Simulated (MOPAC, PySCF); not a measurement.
C10H9BS, SMILES `c1c(cc2sccc2c1B)C=C`, neutral singlet in the gas phase. 

Cartesian coordinates (Å):
SMILES: Bc1cc(C=C)cc2sccc12
```xyz
21

B      1.2565    -2.6748    -0.3510
C      0.6522    -1.2744    -0.1672
C     -0.7451    -1.1164    -0.1706
C     -1.3959     0.1255    -0.0086
C     -2.8664     0.1726    -0.0281
C     -3.6502     1.2513     0.1138
C     -0.6028     1.2717     0.1657
C      0.7858     1.1554     0.1746
S      1.9338     2.4646     0.3780
C      3.2638     1.3455     0.2458
C      2.8704     0.0521     0.0584
C      1.4412    -0.0973     0.0117
H      2.4488    -2.8589    -0.3537
H      0.5224    -3.6222    -0.4976
H     -1.3633    -2.0078    -0.3063
H     -3.3481    -0.8002    -0.1776
H     -3.2482     2.2570     0.2649
H     -4.7383     1.1611     0.0823
H     -1.0676     2.2511     0.2936
H      4.2837     1.7220     0.3167
H      3.5675    -0.7781    -0.0448
```
Charge 0, multiplicity 1.

All levels are single points at this geometry (B3LYP-D3(BJ)/def2-SVP); Pople sets use spherical d functions. Orbital energies aren't observables, and empty levels follow the basis.

PM3 in MOPAC gives dipole (D) = 0.96.

Question: Estimate the dipole (D) from each of these levels: TPSSh-D3(BJ)/def2-TZVP in PySCF; B3LYP/6-311+G** in PySCF; B3LYP/LANL2DZ in PySCF; M06-2X/6-31G* in PySCF; SVWN5/6-31G* in PySCF.

Answer: 
```
level                            dipole (D)
-------------------------------  ----------
TPSSh-D3(BJ)/def2-TZVP in PySCF        1.21
B3LYP/6-311+G** in PySCF               1.15
B3LYP/LANL2DZ in PySCF                 1.04
M06-2X/6-31G* in PySCF                 0.85
SVWN5/6-31G* in PySCF                  1.44
```
